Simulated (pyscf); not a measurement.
Optimised with ωB97X-D3(BJ)/def2-SVP in PySCF. Correlated levels are frozen-core, on RHF or UHF. ΔMP2 is the change of the MP2 total energy from the triple- to the quadruple-zeta basis.

[HC≡C–C=CH₂]• -> •HC=CH–C≡CH
Surface: doublet. Broken: C–H. Formed: C–H. Give ΔE‡ and ΔE from CCSD(T)/def2-TZVPP + ΔMP2(QZVPP), relative to the reactant's lowest minimum found.

ΔE‡ = 2.40 eV, ΔE = +0.41 eV. Zero-point energy shifts the barrier by -0.13 eV. It is a hydrogen shift, with an imaginary mode of 2215i cm⁻¹. •HC=CH–C≡CH lies 0.54 eV over its isomer •HC=C=C=CH₂, and others may lie lower still (electronic energy, ωB97M-D3(BJ)). One saddle was located; it need not be the lowest between these sides. The CCSD(T) − MP2 part came from Ansatz, without density fitting, on the same reference. An open-shell T1 diagnostic exceeds 0.045. A UHF reference is spin-contaminated (<S²> up to 1.43), which harms MP2 most.
